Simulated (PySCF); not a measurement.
## Energy profile

The step: SiH₄ + NH₃ → SiNH₅ ([NH2][SiH3]) + H₂; bonds formed: Si1–N7, H2–H6; bonds broken: Si1–H2, H6–N7 (atoms numbered as in the saddle structure below).

```
9
angstrom
Si -0.0155 -0.0435 0.8216
H 1.6370 0.0551 -0.0557
H 0.4801 -1.3391 1.3454
H -1.4880 -0.1087 1.1827
H 0.3994 1.2187 1.4798
H 0.8626 0.0766 -0.9337
N -0.3259 0.0436 -1.0305
H -0.8017 0.8767 -1.3614
H -0.7481 -0.7794 -1.4482
```

Electronic energies by CCSD(T) at an estimated basis limit (MP2 extrapolated from triple and quadruple zeta, plus CCSD(T) − MP2 in triple zeta), on PBE0-D4/def2-TZVP structures; SiNH7, singlet; no counterpoise correction. Program: PySCF 2.14 with density fitting (its default auxiliary sets; JK sets also for MP2 and CCSD(T)). Basis: def2-TZVPP and def2-QZVPP. Cores are frozen in the correlated methods. Extrapolation: Hartree–Fock as exp(−7.88 √X), correlation as X^−2.97.

Give the profile in kJ/mol, counted from the separated reactants. (An estimate is asked for; the value comes from the calculation.)

The calculation gives:
| point | kJ/mol |
| --- | --- |
| separated: SiH4 (Si1, H2, H3, H4, H5; singlet) + NH3 (H6, N7, H8, H9; singlet) | 0.0 |
| start structure | -8.5 |
| saddle | 187.5 |
| end structure | -23.0 |
| separated: SiNH5 (linked as [NH2][SiH3]; Si1, H3, H4, H5, N7, H8, H9; singlet) + H2 (H2, H6; singlet) | -20.4 |

The T1 diagnostic stays at or below 0.012.

For scale, one of the runs: CCSD(T)/def2-TZVPP, 171 basis functions, launched by `OMP_NUM_THREADS=4 python run.py`. Hardware: 4 CPU threads of an Arm Neoverse V1, shared host. Wall time 2.1 min; peak host memory 1.2 GiB.
